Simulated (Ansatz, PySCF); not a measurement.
CdCl2, SMILES [Cl][Cd][Cl].

The structure is a stationary point at B3LYP-D3(BJ)/def2-TZVP. The isomer is the one that the SMILES or the coordinates give; other isomers of the formula were not compared. The def2 effective core potentials stand for the cores of Cd; spin–orbit coupling is left out.

Vertical ionisation energy (IE) and electron affinity (EA) in eV. Rows of orbital energies are one-electron estimates. Where ΔSCF, EOM or ADC give a negative EA the extra electron is unbound and the value depends on the basis.

| level | IE | EA |
|---|---|---|
| −ε(HOMO), −ε(LUMO), B3LYP/def2-TZVPD (PySCF) | 8.69 | 2.72 |
| −ε(HOMO), −ε(LUMO), PBE/def2-TZVPD (PySCF) | 7.60 | 3.28 |
| ΔSCF, PBE0/def2-TZVPD (Ansatz), final states of multiplicity 2 and 2 | 11.03 | 0.64 |
| ΔSCF, PBE/def2-TZVPD (Ansatz), final states of multiplicity 2 and 2 | (withheld) | (withheld) |

**Question.** What belongs in the gaps? (An estimate is asked for; the answer gives what the named calculation found.)

**Answer.** 
- ΔSCF, PBE/def2-TZVPD (Ansatz, a program for electronic structure), final states of multiplicity 2 and 2, IE: 10.60
- ΔSCF, PBE/def2-TZVPD (Ansatz), final states of multiplicity 2 and 2, EA: 0.74

**Question.** What vertical singlet–triplet gap does ΔSCF give with PBE0/def2-TZVPD (Ansatz) and with PBE/def2-TZVPD (Ansatz)? (An estimate is asked for; the answer gives what the named calculation found.)

**Answer.** 4.91 and 4.37 eV (triplet above singlet where positive).
